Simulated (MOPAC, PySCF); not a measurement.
H$_{2}$B$_{2}$Si, SMILES `B1=B[SiH2]1`, neutral singlet in the gas phase. 

Cartesian coordinates (Å):
SMILES: B1=B[SiH2]1
```xyz
5

B      1.4882     0.6832     0.2934
B      1.4642    -0.7242    -0.3149
Si    -0.3744     0.0052     0.0027
H     -1.2705     1.1031     0.4784
H     -1.3075    -1.0673    -0.4596
```
Charge 0, multiplicity 1.

All levels are single points at this geometry (PBE0-D3(BJ)/def2-TZVP); Pople sets use spherical d functions. Orbital energies aren't observables, and empty levels follow the basis.

```json
[
 {"level": "PBE0-D3(BJ)/def2-TZVP in PySCF", "HOMO (eV)": "-7.28", "LUMO (eV)": "-4.12", "gap (eV)": "3.16", "dipole (D)": "1.18", "vertical IE, Delta-SCF (eV)": "9.35"},
 {"level": "M06-2X/6-31G* in PySCF", "HOMO (eV)": "-8.03", "LUMO (eV)": "-2.93", "gap (eV)": "5.10", "dipole (D)": "0.86", "vertical IE, Delta-SCF (eV)": "–"},
 {"level": "HF/3-21G in PySCF", "HOMO (eV)": "-9.04", "LUMO (eV)": "-0.68", "gap (eV)": "8.36", "dipole (D)": "0.44", "vertical IE, Delta-SCF (eV)": "–"},
 {"level": "HF/6-31G* in PySCF", "HOMO (eV)": "-8.85", "LUMO (eV)": "-0.33", "gap (eV)": "8.52", "dipole (D)": "0.63", "vertical IE, Delta-SCF (eV)": "7.97"},
 {"level": "PM6 in MOPAC", "HOMO (eV)": "-7.73", "LUMO (eV)": "-1.94", "gap (eV)": "5.79", "dipole (D)": "0.28", "vertical IE, Delta-SCF (eV)": "–"},
 {"level": "PM7 in MOPAC", "HOMO (eV)": "-8.57", "LUMO (eV)": "-2.15", "gap (eV)": "6.42", "dipole (D)": "1.77", "vertical IE, Delta-SCF (eV)": "–"}
]
```
